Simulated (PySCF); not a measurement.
Species: BH6OPSn.
Atom-mapped SMILES: `[PH2:1][BH:2][O:3][SnH3:4]` (hydrogens: H5, H6 on P1; H7 on B2; H8, H9, H10 on Sn4)

A GFN2-xTB structure was refined with PBE0-D3(BJ)/def2-SVP geometry optimisation, gas phase, def2 core potentials past Kr in PySCF. Its GFN2-xTB values:

| coordinate | GFN2-xTB |
| --- | --- |
| P1–B2 | 1.926 Å |
| P1–H5 | 1.358 Å |
| P1–H6 | 1.364 Å |
| B2–O3 | 1.321 Å |
| B2–H7 | 1.179 Å |
| O3–Sn4 | 1.977 Å |
| Sn4–H8 | 1.664 Å |
| P1–B2–O3 | 118.9° |
| P1–B2–H7 | 121.1° |
| B2–P1–H5 | 102.0° |
| B2–P1–H6 | 94.0° |
| O3–B2–H7 | 120.0° |
| O3–Sn4–H8 | 108.4° |
| O3–Sn4–H9 | 96.2° |
| H5–P1–H6 | 94.8° |
| P1–B2–O3–Sn4 | 6° |

**Question.** How do these coordinates change at the PBE0-D3(BJ)/def2-SVP level?

**Answer.** 
```tsv
coordinate	PBE0-D3(BJ)/def2-SVP (Å or °)	change
P1–H6	1.430	+0.066
P1–H5	1.424	+0.066
O3–Sn4	2.022	+0.045
Sn4–H8	1.707	+0.043
B2–H7	1.218	+0.039
P1–B2	1.945	+0.019
B2–O3	1.337	+0.016
P1–B2–O3	125.2	+6.3
O3–Sn4–H9	102.1	+5.9
B2–P1–H5	96.3	-5.7
B2–P1–H6	99.2	+5.2
P1–B2–H7	116.4	-4.7
O3–Sn4–H8	106.3	-2.1
O3–B2–H7	118.2	-1.8
H5–P1–H6	95.5	+0.7
P1–B2–O3–Sn4	-4	-10
```

The energy falls by 0.279 eV over 18 energy and gradient evaluations, the largest force component goes from 0.0294 to 1.3e-04 Eh/bohr, and the atoms move by 0.488 Å rms after alignment. Among the bonds, P1–H5 and P1–H6 change most and about equally (+0.066 Å). Bonds longer at the end by more than 0.005 Å: 9 of 9; shorter: 0. Among the dihedrals that turn most is H6–P1–B2–H7, from -91° to -144°. Rotational constants go from 7416, 1325, 1154 to 7467, 1202, 1060 MHz.

The run used 102 basis functions and 126 SCF cycles in all. Hardware: Arm Neoverse V2, one thread, on a shared host. Cost: 67 s, 0.43 GiB resident at most.

Whether it is a minimum is left open (no frequencies). The numbers are those of one conformer.
